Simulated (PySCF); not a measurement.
Species: C4H12BN.
Atom-mapped SMILES: `[BH3-:1][NH2+:2][CH2:3][CH2:4][CH:5]=[CH2:6]` (hydrogens: H7, H8, H9 on B1; H10, H11 on N2; H12, H13 on C3; H14, H15 on C4; H16 on C5; H17, H18 on C6)

Computed with PBE0-D3(BJ)/def2-SVP geometry optimisation, gas phase (PySCF).

List the bond lengths, angles and torsions at this level.

```
               bond  length (bohr)   order
              B1–N2          3.073  single
              N2–C3          2.786  single
              C3–C4          2.882  single
              C4–C5          2.832  single
              C5=C6          2.525  double
B1–H7, B1–H8, B1–H9          2.317  single
     N2–H10, N2–H11          1.933  single
     C3–H12, C3–H13          2.081  single
     C4–H14, C4–H15          2.080  single
             C5–H16          2.076  single
             C6–H17          2.066  single
             C6–H18          2.070  single
```

Bonds in one row agree within 0.02 bohr and their mean is given. Orders are formal, as drawn. A selection of angles:
```
     angle  degrees
  N2–B1–H7    105.5
  N2–B1–H8    107.5
  H7–B1–H8    112.7
  H8–B1–H9    112.2
  B1–N2–C3    116.7
 B1–N2–H10    108.4
 C3–N2–H10    108.5
 C3–N2–H11    109.7
H10–N2–H11    106.2
  N2–C3–C4    111.1
 N2–C3–H12    107.2
 N2–C3–H13    109.4
 C4–C3–H12    110.5
H12–C3–H13    108.4
  C3–C4–C5    111.8
 C3–C4–H14    107.7
 C3–C4–H15    108.8
 C5–C4–H14    110.4
H14–C4–H15    107.7
  C4–C5–C6    124.4
 C4–C5–H16    116.6
 C6–C5–H16    119.0
 C5–C6–H17    121.5
 C5–C6–H18    121.1
H17–C6–H18    117.3
```

Dihedral angles: B1–N2–C3–C4 74° (synclinal); N2–C3–C4–C5 62° (synclinal); C3–C4–C5–C6 -103° (anticlinal). The mirror-image conformer, all signs reversed, is as good.

N2 (nitrogen bonded to B, C and 2 H) is distorted tetrahedral (angles from 106.2° to 116.7°). Of the pairs four or more bonds apart, C5···H10 is among the closest relative to their van der Waals radii: 2.52 Å, 87 % of the sum of Bondi's values. The C–C distances run from 1.336 Å (C5=C6, drawn double) to 1.525 Å (C3–C4, drawn single), a spread of 0.189 Å. B1 (four-coordinate boron) is distorted tetrahedral (angles from 105.1° to 113.1°).

Point group: C1 (no symmetry element, even within 0.4 Å). Whether it is a minimum is left open (no frequencies). The numbers are those of one conformer.
